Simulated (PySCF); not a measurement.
Static response to an electric field

GaH2(OH).
Cartesian coordinates in Å at the PBE0-D3(BJ)/def2-SVP level; atoms count from 1:
```xyz
5
GaH3O angstrom
Ga     0.339    0.419   -0.113
H      1.891    0.470   -0.243
H     -0.698    1.585   -0.270
O     -0.287   -1.208    0.273
H     -1.244   -1.266    0.353
```

Level: CAM-B3LYP/def2-SVPD (PySCF), static field, nuclei fixed, core orbitals frozen in the response. The polarisability tensor in these axes (au):

```
x   37.97  0.02 -0.78
y    0.02 37.33 -1.91
z   -0.78 -1.91 28.53
```

Task: Diagonalise the tensor; give its mean and Δα, where Δα² is half the sum of the squared differences of the eigenvalues.

Result: Principal values 28.07, 37.64 and 38.11 au; mean 34.61 au = 5.13 Å³ = 5.71 × 10⁻⁴⁰ C²·m²/J; Δα = 9.81 au (28 % of the mean).

Task: What is the dipole moment, and where does it point?

Result: (-0.90, 1.30, -0.22) D, 1.59 D in size, pointing from the negative to the positive side. Measured along this direction, the outermost atoms are O4 at the negative end and H3 at the positive end.

Task: Find the Langevin capture rate constant for NH4+ (18.034 u) meeting this molecule (87.944 u), k = 2.342 × 10⁻⁹ cm³/s × √(α in Å³ / reduced mass in u).

Result: The reduced mass is 14.97 u, so k = 1.37 × 10⁻⁹ cm³/s. The formula leaves out the permanent dipole, which adds to the capture rate.

Task: In a dilute gas of rigid molecules at 500 K, how does the orientational term μ²/3kT compare with the electronic polarisability?

Result: In Gaussian units μ²/3kT = 12.28 Å³ against 5.13 Å³, a ratio of 2.39; the Debye molar polarisation (4π/3)N_A(α + μ²/3kT) is 43.9 cm³/mol, leaving out the vibrational part.

Task: What would n − 1 = 2πNα be for an ideal gas of these molecules at 400 K and 1 atm, electronic part alone?

Result: N = p/kT = 1.8347 × 10¹⁹ cm⁻³, so n − 1 = 2π × N × 5.13 × 10⁻²⁴ cm³ = 591 × 10⁻⁶ at long wavelengths.

Task: What depolarisation ratio follows for Rayleigh scattering of linearly polarised light, taking the static tensor?

Result: ρ = 3Δα²/(45ᾱ² + 4Δα²) = 288.6/(53892 + 384.8) = 0.00532.

One conformer (not necessarily the lowest) at the PBE0-D3(BJ)/def2-SVP geometry, without solvent, vibrations or thermal averaging. The calculation is non-relativistic, for gallium too.

The run behind these numbers computed excited states as well. Hardware: x86-64 server, one thread (shared host). Cost: 4.2 s.
